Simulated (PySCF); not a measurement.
PySCF 2.14 output of a UHF calculation on a single atom or ion in cc-pV(T+d)Z (5s4p3d1f, 39 functions), with the non-relativistic Hamiltonian (point nucleus):

```
SCF conv_tol = 1e-09
number electrons alpha = 9  beta = 6
cycle= 1 E= -397.170008684486  delta_E= -1.46e-10  |g|= 4.81e-06  |ddm|= 4.69e-05
converged SCF energy = -397.170008684486  <S^2> = 3.7507724  2S+1 = 4.0003862
```

The run itself started from symmetry-adapted Hartree-Fock orbitals and held the occupation by maximum overlap, so the iterations belong to that start.

Which element, charge and spin multiplicity is this?

S⁺ (sulfur, charge +1), multiplicity 4; the state was [Ne] 3s2 3p3, high-spin 4S determinant.
